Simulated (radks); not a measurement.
Values are calculated unless marked as measured or tabulated.
The tungsten ion W3+, 71 electrons, occupied as [Xe] 4f14 5d3.

Code: a radial shooting solver on a logarithmic mesh with Libxc functionals. Model: Dirac Kohn-Sham, HCTH/407, spin-unpolarised, spherical densities, finite nucleus; open shells fill j = l - 1/2 first; Fermi nuclear charge, rms radius 5.3658 fm.

Energy parts (hartree):
| part | energy |
|---|---|
| total | -16171.0166 |
| kinetic | 18207.4814 |
| electron-nucleus | -40306.9766 |
| Hartree | 6262.5860 |
| exchange-correlation | -334.1074 |

Orbitals (lengths in bohr, moments of r in powers of bohr; r(max) is where P^2 peaks; r(90%) holds 90 % of the orbital's charge):
orbital,occ.,eigenvalue (hartree),r(90%),r(max),<1/r>
1s1/2,2,-2549.814,0.0334,0.01146,87.00
2s1/2,2,-441.0840,0.120,0.06589,21.18
2p1/2,2,-422.0875,0.106,0.04896,21.15
2p3/2,4,-372.3830,0.116,0.05579,17.77
3s1/2,2,-102.4636,0.295,0.1855,7.777
3p1/2,2,-93.96126,0.287,0.1737,7.696
3p3/2,4,-83.20353,0.307,0.1877,6.820
3d3/2,4,-68.82966,0.279,0.1469,6.717
3d5/2,6,-66.48505,0.285,0.1508,6.510
4s1/2,2,-22.00488,0.646,0.4210,3.270
4p1/2,2,-18.46887,0.661,0.4206,3.161
4p3/2,4,-15.97094,0.709,0.4502,2.856
4d3/2,4,-10.14536,0.756,0.4466,2.643
4d5/2,6,-9.68387,0.773,0.4560,2.570
5s1/2,2,-3.97362,1.53,0.9619,1.270
5p1/2,2,-2.91693,1.69,1.030,1.144
5p3/2,4,-2.54642,1.84,1.113,1.039
4f5/2,6,-2.37454,0.990,0.4250,2.112
4f7/2,8,-2.29118,1.01,0.4300,2.081
5d3/2,3,-1.16618,2.63,1.406,0.7490
5d5/2,0,-1.13023,2.70,1.443,0.7273

The highest occupied level is 5d3/2 at -31.733 eV. Summed over all electrons, <r^2> = 35.36 bohr^2, which gives a Langevin (diamagnetic) susceptibility term of -28 x 10^-6 cm^3/mol.

Run on one thread of a shared host, so times are rough (Intel(R) Xeon(R) Platinum 8488C): 0.18 s of CPU time, 0.2 s wall, 18 iterations on 2213 mesh points.
